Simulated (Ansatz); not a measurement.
Two members of one family ([LnCl6]3-), computed with Ansatz in the gas phase; def2 core potentials for Dy, Ho, no spin–orbit coupling. The two geometries come from different levels. HOMO and LUMO are taken over both spins. With an open 4f shell the SCF may have ended above the lowest state. Levels of anions in sets without diffuse functions are rough. The structures are stationary points that may keep the symmetry of their start. Remarks come from the PBE and PBE0 runs and from stability tests at other levels; not every state was tested. A HOMO above zero means that the electron is unbound at that level and held by the basis, or that self-interaction error raises the level; the energy of removing that electron tells which.

First: [DyCl6]3- (sextet, charge -3, PBE-D4/def2-SVP geometry).

Cartesian coordinates in Å:
```
Dy 0.000 0.000 0.000
Cl 1.105 -1.954 1.545
Cl -1.104 1.956 -1.545
Cl 0.820 -1.297 -2.253
Cl -0.821 1.296 2.252
Cl 2.353 1.374 0.082
Cl -2.353 -1.375 -0.083
```

```
              level  HOMO (eV)  LUMO (eV)  gap (eV)
    PBE-D4/def2-SVP       6.14       7.00      0.86
   PBE-D4/def2-TZVP       5.19       6.06      0.86
r2SCAN-D4/def2-TZVP       4.63       6.74      2.11
   PBE0-D4/def2-SVP       4.16      10.13      5.98
  PBE0-D4/def2-TZVP       3.36       9.23      5.87
```

Metal–donor distances: 6 × Cl 2.73 Å. Remarks: HOMO above zero at PBE or PBE0.

Second: [HoCl6]3- (quintet, charge -3, r2SCAN-D4/def2-SVP geometry).

| atom | x (Å) | y (Å) | z (Å) |
| --- | --- | --- | --- |
| Ho1 | 0.000 | 0.001 | -0.001 |
| Cl2 | -0.098 | -0.636 | 2.620 |
| Cl3 | 0.096 | 0.637 | -2.622 |
| Cl4 | 2.694 | -0.156 | 0.069 |
| Cl5 | -2.694 | 0.152 | -0.069 |
| Cl6 | 0.131 | 2.619 | 0.643 |
| Cl7 | -0.128 | -2.618 | -0.641 |

**Question.** Estimate the same table for the second.

**Answer.** 
```json
{"level": "PBE-D4/def2-SVP", "HOMO (eV)": "5.80", "LUMO (eV)": "7.31", "gap (eV)": "1.50"}
{"level": "PBE-D4/def2-TZVP", "HOMO (eV)": "4.88", "LUMO (eV)": "6.27", "gap (eV)": "1.39"}
{"level": "r2SCAN-D4/def2-TZVP", "HOMO (eV)": "4.46", "LUMO (eV)": "7.66", "gap (eV)": "3.20"}
{"level": "PBE0-D4/def2-SVP", "HOMO (eV)": "4.28", "LUMO (eV)": "10.69", "gap (eV)": "6.41"}
{"level": "PBE0-D4/def2-TZVP", "HOMO (eV)": "3.46", "LUMO (eV)": "9.77", "gap (eV)": "6.30"}
```

Metal–donor distances: 6 × Cl 2.70 Å. Remarks: HOMO above zero at PBE or PBE0.
